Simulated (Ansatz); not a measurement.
Reaction (isomerisation): `O[SiH2]CCl` → `OC[SiH2]Cl`

Program: Ansatz. Geometries: PBE0-D4/def2-TZVP. ΔE: electronic, gas phase. CCSD(T)/CBS adds triple-zeta CCSD(T) − MP2 to the extrapolated MP2 energy (def2 sets, frozen cores). Functionals use def2-TZVPP. B3LYP here is the variant with VWN-RPA as its local correlation; programs differ in this. HSE06 is defined as in plane-wave codes. One conformer a species, not always the lowest.

| level | ΔE (kJ/mol) | difference from CCSD(T)/CBS |
| --- | --- | --- |
| PBE-D4 | 23.8 | -12.1 |
| revPBE-D4 | 23.9 | -12.0 |
| HSE06-D4 | 25.9 | -10.0 |
| CAM-B3LYP-D4 | 32.7 | -3.2 |
| ωB97X-V | 29.6 | -6.3 |
| ωB97M-V | 31.3 | -4.6 |
| B2PLYP | 34.4 | -1.5 |
| PBE-QIDH | 31.8 | -4.1 |
| BLYP | 29.4 | -6.5 |
| B3LYP | 31.0 | -4.9 |
| HSE06 | 25.7 | -10.2 |
| RPA@PBE/def2-TZVPP | 34.7 | -1.2 |
| CCSD(T)/def2-SVP | 14.2 | -21.7 |
| CCSD(T)/def2-TZVPP | 35.0 | -0.9 |
| HF/def2-QZVPP | 36.0 | 0.1 |
| MP2/CBS(def2) | 39.0 | 3.1 |
| CCSD(T)/CBS | 35.9 | 0 |

Largest T1 diagnostic among the species: 0.010.

At CCSD(T), def2-SVP lies −21.7 kJ/mol from the extrapolated value and def2-TZVPP −0.9 kJ/mol. From BLYP to BHLYP (50 % exact exchange), in def2-TZVPP and without D4, ΔE moves by +4.2 kJ/mol.
